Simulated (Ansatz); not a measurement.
SeF+, multiplicity 3 (lowest of 2S+1 = 1, 3, 5 at CCSD(T)/def2-TZVPP on PBE0 minima; our sources give no spin for the ground state, which may be another), most abundant isotopes (18.9984 and 79.9165 u). Constants from fifth-degree fits in 1/R to seven points on the lowest solution found; no spin–orbit coupling, no relativity up to Kr; ω_e x_e and α_e move by some per cent with the fit.

Correlated levels freeze the inner cores; with def2 sets outer-core shells near the valence are correlated too. CBS: X⁻³ extrapolation of the correlation energy, Hartree–Fock from the larger set.

Run with Ansatz (an electronic-structure program). 

| level | r_e (Å) | ω_e (cm⁻¹) | ω_e x_e (cm⁻¹) | α_e (cm⁻¹) |
|---|---|---|---|---|
| PBE/def2-TZVPP | 1.6853 | 784.8 | 3.42 | 0.00249 |
| CCSD(T)/CBS(def2-TZVPP, def2-QZVPP) | 1.6534 | 833.1 | 4.02 | 0.00259 |

**Question.** Derive the rotational constants, the centrifugal constant, the fundamental, the zero-point energy and the force constant.

**Answer.** 
μ = 15.34942 u.
- PBE/def2-TZVPP: B_e = 16.8576/(μ r_e²) = 0.38669 cm⁻¹; B₀ = B_e − α_e/2 = 0.38544 cm⁻¹; D = 4B_e³/ω_e² = 3.76e-07 cm⁻¹; fundamental ω_e − 2ω_e x_e = 778 cm⁻¹; zero-point energy ω_e/2 − ω_e x_e/4 = 392 cm⁻¹; k = μ(2πcω_e)² = 557 N/m
- CCSD(T)/CBS(def2-TZVPP, def2-QZVPP): B_e = 16.8576/(μ r_e²) = 0.40172 cm⁻¹; B₀ = B_e − α_e/2 = 0.40042 cm⁻¹; D = 4B_e³/ω_e² = 3.74e-07 cm⁻¹; fundamental ω_e − 2ω_e x_e = 825 cm⁻¹; zero-point energy ω_e/2 − ω_e x_e/4 = 416 cm⁻¹; k = μ(2πcω_e)² = 628 N/m
